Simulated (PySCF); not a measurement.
**Mayer bond orders and bond lengths**

C5H8FN3.
SMILES with atom numbers: `[CH3:1][CH2:2][CH2:3][n:4]1[n:5][cH:6][c:7]([F:8])[n:9]1` (hydrogens: H10, H11, H12 on C1; H13, H14 on C2; H15, H16 on C3; H17 on C6)

Structure used (GFN2-xTB), in Å, numbered top down from 1:
```
atom  x, y, z in Å
C1    -1.9924    0.2823    0.6750
C2    -1.4787    0.5179   -0.7394
C3    -0.4259   -0.5194   -1.1414
N4     0.7712   -0.3623   -0.3678
N5     1.0399   -1.0961    0.6791
C6     2.1906   -0.6344    1.1484
C7     2.5691    0.4160    0.3088
F8     3.6515    1.1755    0.3840
N9     1.6562    0.5676   -0.6375
H10   -2.7043    1.0552    0.9525
H11   -2.4867   -0.6837    0.7462
H12   -1.1741    0.2961    1.3907
H13   -1.0346    1.5120   -0.8163
H14   -2.3060    0.4605   -1.4484
H15   -0.7945   -1.5301   -0.9582
H16   -0.1607   -0.3993   -2.1940
H17    2.6725   -1.0458    2.0084
```

Bond orders from the PBE0/pcSseg-1 density (PySCF). Geometry: GFN2-xTB, one conformer, isolated molecule.

Question: Where do the orders between heavy atoms depart from those drawn in the SMILES?

Answer: The largest departure is 0.321, at N9–N4 (drawn aromatic, 1.179), counting aromatic bonds as 1.5. Drawn single, order below 0.88: C3–N4 (0.869). The bonds drawn aromatic range from 1.18 to 1.49.

Question: Set the Mayer orders of the bonds beside their lengths.

Answer: 
| bond | drawn as | length (Å) | Mayer order |
| --- | --- | --- | --- |
| C1–C2 | single | 1.523 | 1.051 |
| C2–C3 | single | 1.532 | 1.033 |
| C3–N4 | single | 1.434 | 0.869 |
| N4–N5 | aromatic | 1.306 | 1.258 |
| N5–C6 | aromatic | 1.326 | 1.454 |
| C6–C7 | aromatic | 1.397 | 1.328 |
| C7–F8 | single | 1.324 | 1.007 |
| C7–N9 | aromatic | 1.324 | 1.494 |
| N9–N4 | aromatic | 1.312 | 1.179 |
| C1–H10 | single | 1.087 | 0.967 |
| C1–H11 | single | 1.087 | 0.967 |
| C1–H12 | single | 1.087 | 0.960 |
| C2–H13 | single | 1.092 | 0.945 |
| C2–H14 | single | 1.091 | 0.952 |
| C3–H15 | single | 1.091 | 0.936 |
| C3–H16 | single | 1.092 | 0.941 |
| C6–H17 | single | 1.068 | 0.968 |

By pair of heavy elements: C–C: lowest C2–C3 (1.033, 1.532 Å), highest C6–C7 (1.328, 1.397 Å). C–N: lowest C3–N4 (0.869, 1.434 Å), highest C7–N9 (1.494, 1.324 Å). N–N: lowest N9–N4 (1.179, 1.312 Å), highest N4–N5 (1.258, 1.306 Å).

Question: Sum the orders of all bonds at each heavy atom with more than one neighbour and set the sums beside the valence in the SMILES.

Answer: C1 3.945 (drawn 4), C2 3.981 (drawn 4), C3 3.779 (drawn 4), N4 3.306 (drawn 3), N5 2.712 (drawn 3), C6 3.750 (drawn 4), C7 3.829 (drawn 4), N9 2.673 (drawn 3). Orders between atoms that aren't bonded are not in these sums.

The Mayer order sums products of elements of PS (density times overlap matrix) between the two atoms' basis functions, so it depends on the basis set.
